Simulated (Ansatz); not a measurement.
AlBH₈Si₂, 12 atoms. Charge 0, multiplicity 1. The bonds changed during the relaxation, so this is another structure than the one it started from. All runs use 4 threads of an Arm Neoverse V2 on a shared host. Correlated methods freeze the cores.

Question: Give the basis size and wall time and peak host memory of each of these runs in Ansatz. RKS PBE0-D4/def2-TZVP relaxation (10 steps); RKS ωB97M-V/def2-SVP energy; RHF-CCSD(T)/def2-SVP energy; RHF-MP2/def2-QZVPP energy; RKS B2PLYP (frozen core)/def2-TZVPP energy; RHF-CCSD(T)/def2-TZVPP energy; RKS r2SCAN0-D4/def2-TZVPP energy; direct RPA on PBE orbitals/def2-TZVPP energy; RKS PBE0-D4/def2-TZVP frequencies; RKS LC-ωPBE/def2-TZVPP energy; RKS PBE0-D4/def2-SVP energy; RKS ωB97M-V/def2-QZVPP energy. (Best estimate.)

Answer: Ansatz gave: Other jobs shared the machine, so times are rough.

```csv
level,job,functions,wall time,peak host memory (GiB)
RKS PBE0-D4/def2-SVP,energy,108,1.1 s,0.25
RHF-CCSD(T)/def2-SVP,energy,108,2.9 s,0.42
RKS LC-ωPBE/def2-TZVPP,energy,269,4.9 s,0.59
RKS ωB97M-V/def2-SVP,energy,108,6 s,0.36
RKS r2SCAN0-D4/def2-TZVPP,energy,269,7 s,0.77
RKS B2PLYP (frozen core)/def2-TZVPP,energy,269,7.5 s,0.73
direct RPA on PBE orbitals/def2-TZVPP,energy,269,8 s,0.72
RKS ωB97M-V/def2-QZVPP,energy,507,32 s,2.6
RKS PBE0-D4/def2-TZVP,relaxation (10 steps),190,32 s,0.51
RHF-MP2/def2-QZVPP,energy,507,34 s,3.4
RHF-CCSD(T)/def2-TZVPP,energy,269,91 s,6.1
RKS PBE0-D4/def2-TZVP,frequencies,190,2.6 min,0.5
```

LC-ωPBE has ω = 0.4 bohr⁻¹.
